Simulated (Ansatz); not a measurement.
Energy needed to pull apart C2H4AlF (SMILES FC=[CH][AlH2]), closed shell, into free ground-state atoms, from the structure below (displaced at random from a GFN2-xTB minimum); no zero-point or spin–orbit terms; open-shell atoms are treated unrestricted, in their ground-state multiplicity.

```xyz
8
angstrom
F 0.3338 0.6634 -1.4568
C 0.4216 1.2128 -0.2740
C 0.0783 0.4910 0.7593
Al -0.3917 -1.3527 0.0774
H 0.7814 2.2992 -0.2864
H 0.1103 0.9437 1.6577
H -0.4609 -1.7438 -1.3400
H -0.8471 -2.4022 1.1613
```

Program: Ansatz 0.2.0. Basis: def2-TZVPP. Cores are frozen in the correlated methods.

```csv
method,atomization energy (kcal/mol)
PBE-D4,?
r2SCAN-D4,667.4
PBE0-D4,664.7
HSE06-D4,665.2
BHLYP-D4,643.8
wB97M-V,667.5
HF,484.0
MP2,?
CCSD,636.4
CCSD(T),646.9
```

What does MP2 give? (Judge from chemistry; the value comes from the calculation.)

Computed: 659.9 kcal/mol, which is about 13.0 kcal/mol more than CCSD(T)/def2-TZVPP.

What does PBE-D4 give? (An estimate is asked for; the value comes from the calculation.)

By the calculation: 677.8 kcal/mol, which is about 30.8 kcal/mol more than CCSD(T)/def2-TZVPP.

In triple zeta the MP2 and coupled-cluster atomization energies are still short of their basis limit by a few kcal/mol a bond, whereas those of the functionals are nearly converged, so these differences are not deviations from converged CCSD(T).

T1 diagnostic: at most 0.012.

For scale, one of the runs: CCSD(T)/def2-TZVPP forces, 191 basis functions (an equivalent command: `ansatz run in.yaml --threads 8`). Time: 46 s of wall clock on 8 CPU threads; the host was shared. Peak host memory: 4.6 GiB.
